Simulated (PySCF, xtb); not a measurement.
H4O2SeSi, SMILES O[SiH](O)[SeH]. Other conformers were not sampled.

Harmonic wavenumbers (cm⁻¹) from xtb 6.7.1 with GFN2-xTB at its own minimum, in rising order: 82, 153, 175, 214, 260, 297, 364, 581, 645, 660, 775, 793, 882, 979, 2072, 2393, 3649, 3688.

What does PBE-D3(BJ)/def2-SVP in PySCF give at its own minimum? (Estimate from the structure and the level; the computed values follow.)

137, 175, 197, 281, 314, 341, 416, 612, 722, 751, 793, 869, 880, 930, 2257, 2359, 3749, 3755. Paired by order, the mean absolute difference is 58 cm⁻¹ and the zero-point energies are 26.7 and 27.9 kcal/mol.
